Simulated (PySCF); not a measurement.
Trend along group 14: MSe cations

CCSD(T) with double-zeta basis sets in PySCF, for the lowest determinant that a PBE0 search found; no spin–orbit coupling. De refers to high-spin ground-configuration atoms (the charge goes to the atom of lower measured ionisation energy or higher electron affinity, which is not always the lowest computed limit).

| M | basis | reference, frozen orbitals | charged atom | state (unpaired electrons) | Re (Å) | ωe (cm⁻¹) | De (eV) |
| --- | --- | --- | --- | --- | --- | --- | --- |
| Si | def2-SVP | UHF, 14 | Si+ | doublet (π ↑) | 2.228 | 457 | 3.34 |
| Ge | cc-pVDZ-PP | UHF, 8 | Ge+ | doublet (π ↑) | 2.320 | 315 | 3.05 |
| Sn | aug-cc-pVDZ-PP | UHF, 8 | Sn+ | doublet (π ↑) | 2.535 | 252 | 2.64 |
| Pb | def2-SVP | UHF, 13 | Pb+ | doublet (π ↑) | 2.626 | 222 | n/a |

The shortest bond is that of SiSe⁺ (2.228 Å), the longest that of PbSe⁺ (2.626 Å).

The rows differ in basis set, which adds steps of its own.

Down a group the atoms grow and get heavier, so bonds lengthen and wavenumbers fall; this series shows no clear exception.

Correlated steps freeze the inner cores (8 to 14 orbitals); shallow outer-core shells are correlated. Correlated levels converge slowly with the basis: in double zeta they bind strong bonds too weakly, by up to about 1 eV, and carry superposition errors of some tenths. These are scalar-relativistic numbers at best; spin–orbit coupling would shift them, the dissociation energy most. For an ion De counts to the pair picked by the measured ionisation energies or electron affinities, which need not be the lowest pair at this level. States were picked by a PBE0 search and need not be the measured ground states.
